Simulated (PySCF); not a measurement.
Computed IR spectrum (relative IR intensity) of a molecule C6H10. Coordinates come from a PBE0-D3(BJ)/def2-SVP optimisation. The values are those of a single conformer. These are PBE0-D3(BJ)/def2-SVP run with PySCF values and carry that method's errors. No scaling factor is applied to the harmonic values.

```tsv
ν (cm⁻¹)	relative intensity
135	4.3
205	2.4
395	4.5
544	9.4
572	28
736	29
783	14
865	5.1
907	65
931	34
1042	11
1090	9.2
1258	14
1287	58
1384	7.0
1393	8.7
1446	12
1452	31
1466	19
1475	16
2105	59
3047	100
3049	58
3052	65
3115	3.4
3126	30
3134	15
3140	8.3
3147	75
3153	57
3171	29
```

Question: Pick the molecule that these values belong to.
(A) C=C/C(C)=C\C
(B) CC=C1CCC1
(C) CC1(C)C=CC1
(D) CC=C=CCC

Answer: D, CC=C=CCC
